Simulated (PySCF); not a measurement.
Coordinates in bohr (charge 0 multiplicity 1):
```
Ga    0.0181    0.0000    0.0707
O     0.0261    0.0000    3.1764
O    -0.1916    0.0000   -3.2230
H     1.3996    0.0000   -4.0987
```

Level of theory: PBE0 in PySCF with Ga def2-TZVP, O def2-TZVP, H def2-TZVP; no relativity; density-fitted integrals.

This geometry of GaO(OH) is a stationary point at this level.

(1) What is the point group?

(2) Is it a minimum?

(3) What are the dipole moment and the gap between the highest occupied and lowest empty levels?

(4) What is the atomisation energy, with and without zero-point energy?

Answers

(1) Cs.

(2) Yes: all harmonic wavenumbers are real.

(3) 4.41 D and 5.73 eV.

(4) 1206 kJ/mol without, 1165 kJ/mol with.

Only a few start shapes were tried, so a lower isomer may exist.
